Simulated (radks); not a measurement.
Values are calculated unless marked as measured or tabulated.
Initial-state core-level shifts of the iodine ion I+ when its valence configuration changes from [Kr] 4d10 5s2 5p4. Code: a radial shooting solver on a logarithmic mesh with Libxc functionals. Model: scalar-relativistic Kohn-Sham, LDA (Slater exchange, Perdew-Wang correlation), spin-polarised, spherical densities, point nucleus; open shells are filled with parallel spins first (spin-orbit coupling, left out, can overturn this in heavy ions). Shifts are changes of the shell-averaged eigenvalues in eV (positive: less bound).

\begin{tabular}{lrrrr}
valence & 1s & 3p & 3d & 4p \\ \hline
4d10 5s1.5 5p4.5 & -0.714 & -0.719 & -0.718 & -0.697 \\
4d9 5s2 5p5 & -9.622 & -9.638 & -9.756 & -7.618 \\
4d10 5s1 5p5 & -1.420 & -1.431 & -1.429 & -1.387 \\
4d9 5s1 5p6 & -10.972 & -11.005 & -11.123 & -8.928 \\
4d10 5p6 & -2.843 & -2.862 & -2.860 & -2.766 \\
4d9.5 5s0.5 5p6 & -6.871 & -6.902 & -6.958 & -5.843 \\
4d8 5s2 5p6 & -19.429 & -19.428 & -19.680 & -15.165 \\
\end{tabular}
